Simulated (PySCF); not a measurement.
r2SCAN on Te (tellurium, neutral), [Kr] 4d10 5s2 5p3 5d1, high-spin 5D determinant (an excited configuration). Computed with PySCF 2.14 in aug-cc-pwCVTZ-PP with ECP28MDF, with scalar relativity through the core potential.

```
cycle= 1 E= -267.838326371218  delta_E= -0.00718  |g|= 0.0133  |ddm|= 0.424
cycle= 2 E= -267.838399709527  delta_E= -7.33e-05  |g|= 0.0058  |ddm|= 0.0562
cycle= 3 E= -267.83841234332  delta_E= -1.26e-05  |g|= 0.0034  |ddm|= 0.0141
cycle= 4 E= -267.838414294301  delta_E= -1.95e-06  |g|= 0.000222  |ddm|= 0.0043
cycle= 5 E= -267.838414332369  delta_E= -3.81e-08  |g|= 3.3e-05  |ddm|= 0.00176
cycle= 6 E= -267.838414333656  delta_E= -1.29e-09  |g|= 7.11e-06  |ddm|= 0.000395
cycle= 7 E= -267.838414333692  delta_E= -3.58e-11  |g|= 7.78e-07  |ddm|= 5.74e-05
converged SCF energy = -267.838414333692  <S^2> = 6.0014283  2S+1 = 5.0005713
```

Highest occupied orbital energy: 0.120 eV; ⟨L²⟩ = 6.01; populations by l: s 4.00, p 9.00, d 11.00, f 0.00.

Q: Can this result be used?

A: Not for this state. The calculation finished and met its thresholds. Energies and moments cover only the electrons outside the core potential. The outer electron is Rydberg-like, and this basis confines it to a smaller radius and binds it less than a complete one would. At r2SCAN the highest occupied level has a positive energy, so only the finite basis holds that electron; for this excited configuration the basis is too tight for the outer shell.
